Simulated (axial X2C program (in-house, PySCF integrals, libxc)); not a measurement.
## LiIn⁺: cheaper levels and CCSD(T), 2c

Computed with an in-house relativistic program for diatomic molecules. Two-component (2c) means X2C with spin–orbit coupling and atomic mean-field two-electron Coulomb and Gaunt terms. Basis: In dyall-cv3z [11s12p9d4f1g], Li dyall-cv3z [7s8p2d] (cores contracted in-house); Gaussian nuclei, density fitting, unrestricted open shells. Masses: In 114.904 u, Li 7.016 u.

State: Ω = 1/2 (⟨Sz⟩ = 0.49, ⟨Lz⟩ = 0.01 at HF); fragments In + Li+.

```
  level  Re (Å)  ωe (cm⁻¹)  De (eV)
   PBE0   3.210      186.7      n/a
     HF   3.241      189.7     1.13
    MP2   3.246      185.4     1.07
   CCSD   3.206      196.6     1.08
r2SCAN0   3.186      197.8      n/a
```

Correlated methods: 13 electrons correlated (number of frozen shells: In 4 s, 3 p, 1 d; Li 1 s), 235 virtual spin orbitals or spinors in MP2, 90 natural virtuals in coupled cluster.

CCSD(T), same Hamiltonian and basis:

Re = 3.210 Å, ωe = 195.8 cm⁻¹, De = 1.08 eV; T1 = 0.016 (Lee–Taylor normalisation).

Q: Give the differences from CCSD(T) in the columns below.

A: 

```
  level  ΔRe (Å)  Δωe (cm⁻¹)  ΔDe (eV)
   PBE0    0.000        -9.1       n/a
     HF    0.031        -6.1      0.05
    MP2    0.036       -10.4     -0.01
   CCSD   -0.004         0.8      0.00
r2SCAN0   -0.024         2.0       n/a
```

The state is a single determinant with fixed occupations, the lowest that a limited PBE0 search found. Dissociation energies refer to the lowest single-determinant-based atoms at the same level and basis. De is not given where an atomic determinant may have missed its ground term or J level, or where the truncated virtual space spoils (T). Density functionals use the spin component along the axis (collinear). CCSD and (T) use frozen natural virtuals with an MP2 correction for the truncation; (T) itself is uncorrected, so its De runs slightly low. The functionals have no current-density term, which raises determinants with orbital currents, atoms included.
